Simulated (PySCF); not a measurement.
Coordinates in bohr (charge 0 multiplicity 1):
```
Ti   -0.6511    0.0000    0.2436
O     2.2095    0.0000   -0.6317
H    -1.9907    2.7513   -0.8567
H    -1.9907   -2.7513   -0.8567
```

Computed with PBE0 in PySCF with Ti def2-TZVP, O def2-TZVP, H def2-TZVP; no relativity; density-fitted integrals.

This geometry of H₂TiO is a stationary point at this level.

Problem. What is the point group?

Solution. Cs.

Problem. Is it a minimum?

Solution. Yes: all harmonic wavenumbers are real.

Problem. Which band is strongest in the infrared?

Solution. 1693 cm⁻¹ (a''), 475 km/mol.

Problem. What are the dipole moment and the gap between the highest occupied and lowest empty levels?

Solution. 4.28 D and 5.24 eV.

Problem. Give the atomic charges and bond orders.

Solution. 
```
atom  Mulliken  Löwdin  polar tensor  Mayer order to Ti1
 Ti1      0.86    0.44          1.59                   –
  O2     -0.52   -0.18         -0.80                2.26
H3,4     -0.17   -0.13         -0.40                0.93
```

Only a few start shapes were tried, so a lower isomer may exist.
